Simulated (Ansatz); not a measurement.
A run of Ansatz (development build ahead of 0.2.0) on triplet C at this shape:

A single C atom.

Its results:

```yaml
Converged: yes
Reference_energy: -37.68684 hartree
CCSD_correlation_energy: -0.09264 hartree
Triples_correction: -0.00228 hartree
Total_energy: -37.78176 hartree
Spin_squared_of_the_determinant: 2.000
```

Question: Which input gives this output? Name the method, the orbitals and the basis set, and write the input.

Answer: ROHF-CCSD(T) in aug-cc-pVTZ.

```yaml
crystal:
  periodic: [false, false, false]
  atoms:
    - { symbol: C, position_ang: [0.0, 0.0, 0.0] }
basis:
  gaussian: { orbitals: aug-cc-pVTZ }
magnetization:
  initial_magnetization: 2
hamiltonian:
  xc: hf
correlation:
  method: ccsd_t
  frozen_orbitals: { C: 1 }
```
